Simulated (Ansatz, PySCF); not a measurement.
Reaction (SMILES): c1cc[nH]c1 [1H-pyrrole] + 4 C (CH4) + N (NH3) → 2 C=C (C2H4) + CC (C2H6) + 2 CN (CH5N)
Structures are relaxed separately at B3LYP-D3(BJ)/def2-TZVP in Ansatz (an electronic-structure program).

Wanted: bond separation energy (enthalpy at 298 K, with B3LYP-D3(BJ) rigid-rotor harmonic-oscillator terms from PySCF), in eV. Correlated levels leave the core frozen unless marked. No spin-orbit coupling. Non-relativistic. CBS(X,Y): correlation extrapolated as X^-3; Hartree-Fock from the larger set. The bracket is a focal-point correction in the basis named.

RI-MP2/CBS(cc-pVTZ,cc-pVQZ)+[CCSD(T)-MP2]/cc-pVTZ (Ansatz) gives 2.18 eV.

### Question
Another calculation gave 2.38 eV. Which level was it?
A) revPBE/def2-TZVPD (Ansatz)
B) wB97X-V/def2-TZVPD (Ansatz)
C) SVWN5/def2-TZVPD (Ansatz)
D) HF/def2-TZVPD (PySCF)

### Answer
A, revPBE/def2-TZVPD (Ansatz). The others give 2.20 (wB97X-V), 1.82 (HF), 2.59 (SVWN5) eV.
